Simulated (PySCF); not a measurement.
Dipole moment and polarisability of `Cc1c[nH]nc1C#N`

Compound: C5H5N3.
Numbering: `[CH3:1][c:2]1[cH:3][nH:4][n:5][c:6]1[C:7]#[N:8]` (hydrogens: H9, H10, H11 on C1; H12 on C3; H13 on N4)

Cartesian coordinates in Å at the GFN2-xTB level; atoms count from 1:
```
atom  x, y, z in Å
C1    -1.4099   -1.0146    0.1086
C2    -0.0986   -0.3180    0.0649
C3     1.1606   -0.8214    0.2917
N4     2.0320    0.2013    0.1311
N5     1.4336    1.3342   -0.1834
C6     0.1354    1.0525   -0.2317
C7    -0.8464    2.0091   -0.5403
N8    -1.6871    2.7486   -0.7867
H9    -1.9066   -0.9480   -0.8589
H10   -1.2732   -2.0622    0.3654
H11   -2.0628   -0.5498    0.8469
H12    1.4833   -1.8099    0.5482
H13    3.0353    0.1786    0.2265
```

Level: CAM-B3LYP/def2-SVPD (PySCF), static field, nuclei fixed, core orbitals frozen in the response. The polarisability tensor in these axes (au):

```
x    89.07 -10.87   6.22
y   -10.87  82.79  -9.23
z     6.22  -9.23  49.76
```

Problem. Give the principal values, the mean and the anisotropy Δα = √{½[(α1 − α2)² + (α2 − α3)² + (α1 − α3)²]}.

Solution. Principal values 47.07, 75.05 and 99.49 au; mean 73.87 au = 10.95 Å³ = 12.18 × 10⁻⁴⁰ C²·m²/J; Δα = 45.43 au (61 % of the mean).

Problem. What is the dipole moment, and where does it point?

Solution. (3.31, -5.30, 1.52) D, 6.43 D in size, pointing from the negative to the positive side. Measured along this direction, the outermost atoms are N8 at the negative end and H12 at the positive end.

Problem. Give the eigenvalues of the traceless quadrupole moment Θ = ½Σq(3rr − r²1), origin at the centre of nuclear charge.

Solution. -7.86, -0.24, 8.10 D·Å. The values depend on the origin, since the dipole doesn't vanish. The electronic extent ⟨r²⟩ about the same centre is 878 bohr², a root-mean-square distance of 2.10 Å for the 56 electrons.

Problem. Refractivity n − 1 of an ideal gas of it at 500 K and 1 atm, from the electronic α?

Solution. N = p/kT = 1.4678 × 10¹⁹ cm⁻³, so n − 1 = 2π × N × 10.95 × 10⁻²⁴ cm³ = 1010 × 10⁻⁶ at long wavelengths.

Problem. Orientational against electronic polarisability at 273 K (dilute gas, rigid molecules)?

Solution. In Gaussian units μ²/3kT = 365.53 Å³ against 10.95 Å³, a ratio of 33.39; the Debye molar polarisation (4π/3)N_A(α + μ²/3kT) is 949.7 cm³/mol, leaving out the vibrational part.

Problem. Estimate the molar refractivity from the static electronic polarisability.

Solution. Lorentz–Lorenz: R = (4π/3)N_A α = 2.5225 cm³/(mol·Å³) × 10.95 Å³ = 27.6 cm³/mol, in the limit of long wavelengths.

Problem. What depolarisation ratio follows for Rayleigh scattering of linearly polarised light, taking the static tensor?

Solution. ρ = 3Δα²/(45ᾱ² + 4Δα²) = 6190.9/(245569 + 8254.5) = 0.0244.

Geometry: GFN2-xTB; no solvent, vibrations or thermal averaging.
